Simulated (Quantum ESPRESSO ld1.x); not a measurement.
Problem. The table gives one normalised radial function P(r) = r R(r) (large component) of F+ in [He] 2s2 2p4 (r in bohr). Method: Dirac Kohn-Sham, PW91, spin-unpolarised, spherical densities, point nucleus; open shells fill j = l - 1/2 first; computed with ld1.x of Quantum ESPRESSO 7.5.

| r | P |
|---|---|
| 0.01565 | 0.1732 |
| 0.02138 | 0.2241 |
| 0.02898 | 0.2825 |
| 0.03959 | 0.3484 |
| 0.05408 | 0.4123 |
| 0.07389 | 0.4592 |
| 0.1001 | 0.4657 |
| 0.1368 | 0.4011 |
| 0.1869 | 0.2329 |
| 0.2533 | -0.0437 |
| 0.346 | -0.4144 |
| 0.4727 | -0.7848 |
| 0.6458 | -1.0216 |
| 0.8753 | -1.0216 |
| 1.196 | -0.7939 |
| 1.634 | -0.4653 |
| 2.214 | -0.1997 |
| 3.025 | -0.0558 |

Which n and l does it have? It may be an empty orbital.

Solution. n = 2, l = 0: the number of nodes gives n - l - 1 = 1, the rise at small r points to l (this Dirac orbital starts as r^gamma with gamma = sqrt((l + 1)^2 - (Z/c)^2) = 1.00; the j = 1/2 orbital of l + 1 starts with the same power, but with a smaller coefficient, and then steepens), and the extent must fit the shell. The curve is that of 2s1/2. 2s1/2: eigenvalue -47.442 eV, 1 radial node at r = 0.243 bohr, <r> = 0.961 bohr, 90 % of the charge inside 1.53 bohr.
